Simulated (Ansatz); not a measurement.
`F[SiH](Cl)C[SiH3]` + `[AlH2][SiH3]` → `[AlH2][SiH2]C[SiH3]` + `F[SiH2]Cl`  (formal exchange of groups at a C–Si bond)

Isolated molecules relaxed with PBE0-D4/def2-TZVP in Ansatz; ΔE leaves out vibrations. CCSD(T)/CBS is the MP2 limit (def2-TZVPP, def2-QZVPP) plus CCSD(T) − MP2 in def2-TZVPP, frozen cores. This one scheme is used for every species. Functionals use def2-TZVPP. B3LYP here is the variant with VWN-RPA as its local correlation; programs differ in this. Each species was taken in one conformer, which may not be the lowest.

`F[SiH](Cl)C[SiH3]`:

Z-matrix (Å, degrees):
```
Si
Cl 1 2.045
C 1 1.842 2 111.0
F 1 1.594 2 107.3 3 119.5
H 1 1.477 2 107.8 3 -124.7
Si 3 1.881 1 115.1 2 174.0
H 3 1.096 1 107.6 2 -64.6
H 3 1.095 1 108.9 2 51.1
H 6 1.484 3 110.2 1 -67.8
H 6 1.486 3 109.9 1 171.8
H 6 1.487 3 109.8 1 52.3
```

`[AlH2][SiH3]`:

Cartesian coordinates in Å:
```
Al -0.858 1.065 0.337
Si 0.621 -0.803 -0.263
H -2.360 1.133 -0.177
H -0.306 2.236 1.258
H 1.831 -0.305 -0.980
H 1.104 -1.507 0.961
H -0.032 -1.818 -1.137
```

`[AlH2][SiH2]C[SiH3]`:

Cartesian coordinates in Å:
```
Al -1.129 -1.618 0.390
Si 1.224 -0.910 0.188
C 0.949 0.747 -0.719
Si -0.597 1.431 0.039
H -1.877 -1.772 1.783
H -1.842 -2.093 -0.954
H 1.913 -0.608 1.476
H 2.143 -1.778 -0.605
H 0.762 0.540 -1.778
H 1.793 1.438 -0.649
H -0.425 1.777 1.471
H -1.278 2.540 -0.677
H -1.638 0.307 0.036
```

`F[SiH2]Cl`:

Z-matrix (Å, degrees):
```
Si
F 1 1.589
Cl 1 2.036 2 108.8
H 1 1.475 2 108.3 3 -118.2
H 1 1.475 2 108.3 3 118.2
```

```csv
level,ΔE (kcal/mol),difference from CCSD(T)/CBS
B3LYP-D4,3.1,0.9
ωB97X-V,2.8,0.6
ωB97M-V,2.1,-0.1
PBE,1.5,-0.7
PBE0,1.9,-0.3
B3LYP,4.4,2.2
SCS-MP2/def2-TZVPP,2.9,0.7
CCSD/def2-TZVPP,3.4,1.2
HF/def2-QZVPP,7.3,5.1
MP2/CBS(def2),1.6,-0.6
CCSD(T)/CBS,2.2,0
```

Largest T1 diagnostic among the species: 0.012.

The D4 term adds −1.4 kcal/mol with B3LYP and −0.7 kcal/mol with PBE0; it sums over pairs of atoms, weighted by their polarisabilities, and B3LYP, whose exchange is more repulsive, gets the larger term. In def2-TZVPP, CCSD(T) changes the Hartree–Fock value by −4.8 kcal/mol (the triples alone add −0.8 kcal/mol) and MP2 by −5.4 kcal/mol.
